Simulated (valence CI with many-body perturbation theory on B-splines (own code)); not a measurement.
Results of a calculation; reference values are marked as such.
# Hyperfine factors and g values of Os70+

Method: configuration interaction combined with many-body perturbation theory (CI+MBPT): four valence electrons over a frozen Dirac-Fock core [He], a basis of 11 s, 11 p, 9 d, 7 f, 5 g, 2 h, 1 i functions for each j, with the one-electron correlation potential Σ1 (screened to all orders), the two-electron term Σ2, the three-electron term Σ3, Breit, model QED; selected single and double excitations, second order for the rest (own B-spline code, finite nucleus).

The last digits are not significant, and no measured levels were compared; by estimate large intervals hold to a few tenths of a per cent, small ones and those within an open d or f shell to about a per cent. Among the levels kept, up to 300 cm⁻¹ of a level comes from second order outside the variational space, and about a tenth of that is noise between levels of different J, which matters for small intervals.

A/g_I is the dipole constant over the nuclear g factor μ/I (μ in nuclear magnetons, uniformly magnetised nucleus), B/Q the quadrupole constant per barn. Both hold the static response of the core; the bare values leave it out. Large factors of s and p1/2 electrons are usually good to 5 to 10 %; those of open d and f shells near neutrality can be off by tens of per cent, and small factors of p3/2, d and f electrons come from cancelling terms and can be off by a factor of two or in sign, in half-filled shells by more. B is blank for J = 1/2, where it vanishes, and for nearly pure S terms. Energies count from the lowest level. Levels with J = 0 are left out.

Levels are named by their leading jj configuration (3d3/2^4 stands for four electrons in 3d with j = 3/2), which in mixed levels can hold well under half, so a name can repeat and another be missing. Letters in brackets count levels of one name in rising energy.

| Level | E (eV) | g | A/g_I (MHz) | A/g_I bare | B/Q (MHz/b) | B/Q bare |
| --- | --- | --- | --- | --- | --- | --- |
| (2s^2 2p1/2 2p3/2) J=1 | 1598 | 1.466 | -1000000 | -971000 | 915000 | 916000 |
| (2s^2 2p1/2 2p3/2) J=2 | 1616 | 1.131 | 2840000 | 2840000 | 1740000 | 1740000 |
| (2s 2p1/2^2 2p3/2) J=2 | 1914 | 1.486 | 7170000 | 7130000 | 1770000 | 1770000 |
| (2s 2p1/2^2 2p3/2) J=1 | 2005 | 1.112 | -5370000 | -5270000 | 1020000 | 1020000 |
| (2s^2 2p3/2^2) J=2 | 3240 | 1.289 | 929000 | 947000 | 85400 | 85500 |
| (2s 2p1/2 2p3/2^2) J=2 [a] | 3482 | 1.545 | 5060000 | 5040000 | 251000 | 251000 |
| (2s 2p1/2 2p3/2^2) J=3 | 3527 | 1.291 | 6400000 | 6370000 | -3820 | -3860 |
| (2s 2p1/2 2p3/2^2) J=1 [a] | 3617 | 1.298 | -6570000 | -6450000 | -487000 | -488000 |
| (2s 2p1/2 2p3/2^2) J=2 [b] | 3626 | 1.042 | -502000 | -451000 | -174000 | -174000 |
| (2s 2p1/2 2p3/2^2) J=1 [b] | 3631 | 1.288 | 1.66e+07 | 1.64e+07 | 280000 | 280000 |
| (2p1/2^2 2p3/2^2) J=2 | 3960 | 1.302 | 869000 | 909000 | 81500 | 81600 |
| (2s 2p3/2^3) J=2 | 5188 | 1.434 | 7260000 | 7210000 | -1860000 | -1860000 |
| (2s 2p3/2^3) J=1 | 5277 | 1.150 | -5430000 | -5330000 | -809000 | -811000 |
| (2p1/2 2p3/2^3) J=1 | 5575 | 1.467 | -1070000 | -1000000 | -910000 | -911000 |
| (2p1/2 2p3/2^3) J=2 | 5594 | 1.119 | 2830000 | 2840000 | -1910000 | -1910000 |
| (2s^2 2p1/2 3s) J=1 | 11089 | 1.298 | 8140000 | 8090000 | -15200 | -15200 |
| (2s^2 2p1/2 3p1/2) J=1 | 11178 | 0.630 | 5650000 | 5630000 | -3650 | -3650 |
| (2s 2p1/2^2 3s) J=1 | 11375 | 1.995 | 1.68e+07 | 1.66e+07 | 6560 | 6560 |
| (2s 2p1/2^2 3p1/2) J=1 | 11476 | 1.332 | 1.43e+07 | 1.42e+07 | -6460 | -6470 |
| (2s^2 2p1/2 3p3/2) J=2 | 11674 | 1.142 | 2370000 | 2370000 | 547000 | 547000 |
| (2s^2 2p1/2 3p3/2) J=1 | 11675 | 1.496 | -1730000 | -1710000 | 274000 | 274000 |
| (2s^2 2p1/2 3d3/2) J=2 | 11742 | 0.740 | 2300000 | 2290000 | 111000 | 112000 |
| (2s^2 2p1/2 3d3/2) J=1 | 11769 | 0.826 | -1940000 | -1930000 | 47900 | 48200 |
| (2s^2 2p1/2 3d5/2) J=2 | 11879 | 1.283 | -1200000 | -1200000 | 107000 | 108000 |
| (2s^2 2p1/2 3d5/2) J=3 | 11884 | 1.091 | 1500000 | 1490000 | 103000 | 104000 |
| (2s 2p1/2^2 3p3/2) J=2 | 11967 | 1.489 | 6570000 | 6510000 | 531000 | 531000 |
| (2s 2p1/2^2 3p3/2) J=1 | 11972 | 1.140 | -6200000 | -6120000 | 280000 | 280000 |
| (2s 2p1/2^2 3d3/2) J=1 | 12033 | 0.472 | -6350000 | -6280000 | 48400 | 48700 |
| (2s 2p1/2^2 3d3/2) J=2 | 12039 | 1.103 | 6580000 | 6520000 | 93600 | 94300 |
| (2s 2p1/2^2 3d5/2) J=3 | 12168 | 1.324 | 4420000 | 4370000 | 96400 | 97200 |
| (2s 2p1/2^2 3d5/2) J=2 | 12186 | 1.034 | -4210000 | -4170000 | 80000 | 80700 |

(1) Take the isotope of mass number 187, with I = 1/2, μ = 0.06442 μN. What is the hyperfine structure of (2s 2p1/2^2 2p3/2) J=1?

Answers

(1) From the table A = -692000 MHz. Shifts from the centre of gravity in MHz: F = 1/2: 692000, F = 3/2: -346000.
